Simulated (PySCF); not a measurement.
## Working with the constants of CaSi⁻

UHF-CCSD(T) constants of CaSi⁻, ⁴Σ⁻ (quartet), unpaired electrons σ ↑, π ↑↑ (Ca def2-SVPD, Si def2-SVPD; no relativity (PySCF 2.14); masses 39.9626 and 27.9769 u):

- ωe: 195.8 cm⁻¹
- ωexe: 0.957 cm⁻¹
- Be: 0.10955 cm⁻¹
- αe: 0.000794 cm⁻¹
- D (centrifugal): 1.37e-07 cm⁻¹

Problem. Give the vibrational terms G(v) and spacings up to v = 3.

Solution. G(v) = ωe(v+½) − ωexe(v+½)².

```json
{"v": "0", "G(v) (cm⁻¹)": "98", "G(v) − G(v−1)": "", "Bv (cm⁻¹)": "0.1092"}
{"v": "1", "G(v) (cm⁻¹)": "292", "G(v) − G(v−1)": "194", "Bv (cm⁻¹)": "0.1084"}
{"v": "2", "G(v) (cm⁻¹)": "484", "G(v) − G(v−1)": "192", "Bv (cm⁻¹)": "0.1076"}
{"v": "3", "G(v) (cm⁻¹)": "674", "G(v) − G(v−1)": "190", "Bv (cm⁻¹)": "0.1068"}
```

Correlated steps freeze 10 core orbitals. The state was picked by a PBE0 search and need not be the measured ground state.
